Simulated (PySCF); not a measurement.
# Krypton: a sound run and one with changed settings

Sound run: Kr [Kr], Kr⁺ [Ar] 3d10 4s2 4p5. All numbers are calculated (PySCF 2.14, scalar relativity by spin-free X2C-1e, in Sapporo-DKH3-DZP-2012). In the sound run the correlated levels freeze [Ar] 3d10. The sound run starts from symmetry-adapted Hartree-Fock orbitals and uses a fine grid where one is needed.

Changed run: the non-relativistic Hamiltonian (point nucleus). This setting is unsound on purpose.

```csv
species,method,sound run (hartree),changed run (hartree),converged
Kr,UHF,-2788.11026,-2727.73039,yes
Kr,PBE0,-2789.66781,-2729.32974,yes
Kr,LDA,-2786.08895,-2725.79449,yes
Kr,MP2,-2788.23818,-2727.85799,yes
Kr,CCSD(T),-2788.24898,-2727.86902,yes
Kr⁺,UHF,-2787.62818,-2727.24614,yes
Kr⁺,PBE0,-2789.14865,-2728.80850,yes
Kr⁺,LDA,-2785.56090,-2725.26469,yes
Kr⁺,MP2,-2787.72815,-2727.34633,yes
Kr⁺,CCSD(T),-2787.74333,-2727.36211,yes
```

Ionisation energy of Kr:

| method | sound run (eV) | changed run (eV) |
| --- | --- | --- |
| UHF | 13.118 | 13.177 |
| PBE0 | 14.127 | 14.184 |
| LDA | 14.369 | 14.417 |
| MP2 | 13.878 | 13.923 |
| SCS-MP2 | 13.791 | 13.835 |
| CCSD | 13.750 | 13.785 |
| CCSD(T) | 13.760 | 13.794 |

Most of the change in total energy is the relativistic energy itself. On top of that the contraction fixes the core shape for the Hamiltonian it was made with, so the changed run is not a good calculation with the other Hamiltonian either.

For comparison, NIST gives 14.000 eV between the lowest levels.
